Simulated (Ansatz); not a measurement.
C2H2F3O2, charge +1, singlet, geometry from GFN2-xTB; MP2/STO-3G in Ansatz (a quantum-chemistry and plane-wave program).

The Ansatz input:
Ansatz 0.2 input:
```yaml
crystal:
  periodic: [false, false, false]
  atoms:
    - {symbol: O, position_ang: [1.60853260, -0.88459897, 0.02028416]}
    - {symbol: C, position_ang: [0.90805593, 0.14957858, -0.08119017]}
    - {symbol: O, position_ang: [1.25456321, 1.33780754, -0.27055162]}
    - {symbol: C, position_ang: [-0.66666345, -0.09815298, 0.05643252]}
    - {symbol: F, position_ang: [-1.30533713, 1.03736901, -0.08535804]}
    - {symbol: F, position_ang: [-0.89868137, -0.60744521, 1.24860373]}
    - {symbol: F, position_ang: [-1.03378219, -0.94934942, -0.87846494]}
    - {symbol: H, position_ang: [2.59287415, -0.88028630, -0.04247575]}
    - {symbol: H, position_ang: [2.19421086, 1.62089485, -0.36986561]}
basis:
  gaussian:
    orbitals: STO-3G
total_charge: 1
magnetization: {spin_polarized: false}
correlation: {method: mp2, electrons: outside_noble_gas}
accuracy: high
```

Output, abridged:

```
Functional definition: HF
816 factors; integrals over basis functions are off by at most 4.7e-8 eV
mean field evaluation 1: about -14074.9933 eV, gradient 4.7e1 eV
mean field evaluation 2: about -14075.3025 eV, gradient 4.7e1 eV
mean field evaluation 4: about -14082.4364 eV, gradient 3.2e0 eV
mean field evaluation 8: about -14082.4892 eV, gradient 1.8e-4 eV
mean field -14082.48915947 eV, -517.5219311565 hartree, gradient 2.1e-8 eV, S^2 0.000000; 0 other end points of the search recorded, 0 dependent functions left out
7 core orbitals not correlated
reference -14082.48915947 eV, -517.5219311565 hartree; 21, 21 occupied and 9, 9 virtual orbitals, 816 factors
second order -6.78883408 eV of doubles, -0.00000000 eV of singles
Total energy: -14089.27799355 eV, -517.7714162072 hartree
```
